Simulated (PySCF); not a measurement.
H2O2Zn, SMILES [OH][Zn][OH].

Geometry optimised at PBE0-D3(BJ)/def2-TZVP. The isomer is the one that the SMILES or the coordinates give; other isomers of the formula were not compared. One conformer was computed; it need not be the lowest.

These are PySCF with ωB97X/def2-TZVPD values and carry that method's errors.

Symmetry labels are those of the subgroup C2 that the program uses (full group C2).

Computed valence orbital energies around the gap with their symmetry:
```tsv
orbital	symmetry	energy (eV)
HOMO−7	B	-17.45
HOMO−6	A	-17.45
HOMO−5	B	-15.24
HOMO−4	A	-14.84
HOMO−3	A	-12.18
HOMO−2	B	-11.73
HOMO−1	B	-11.07
HOMO	A	-11.07
LUMO	A	0.64
LUMO+1	B	1.24
LUMO+2	A	1.37
LUMO+3	B	1.46
```
